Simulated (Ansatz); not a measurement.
Frontier orbitals of C$_{4}$H$_{16}$BNSi$_{2}$, SMILES `BN([SiH2][SiH3])C(C)(C)C`.

The species carries charge 0 and has multiplicity 1. The geometry is a stationary point of PBE0-D4/def2-TZVP. It is one conformer, not always the lowest. Basis def2-TZVPP, the Gaussian-basis code of Ansatz.

| functional | HOMO (eV) | LUMO (eV) | gap (eV) |
| --- | --- | --- | --- |
| PBE | -6.32 | -1.21 | 5.11 |
| BLYP | -6.17 | -1.05 | 5.12 |
| r2SCAN | -6.52 | -0.91 | 5.61 |
| B97M-V | -6.68 | -1.07 | 5.61 |
| PBE0 | -7.43 | -0.29 | 7.14 |
| r2SCAN0 | -7.57 | -0.11 | 7.46 |
| HSE06 (plane-wave form) | -7.03 | -0.66 | 6.37 |
| ωB97X-V | -9.69 | 1.76 | 11.45 |
| ωB97M-V | -9.55 | 1.49 | 11.04 |

Against PBE, PBE0 changes HOMO and LUMO by −1.11 and +0.93 eV, ωB97M-V by −3.23 and +2.70 eV. A gap of 5.10 eV thus becomes 11.03 eV for the same molecule, so an orbital gap means little without its functional. A positive LUMO is unbound and depends on the basis.
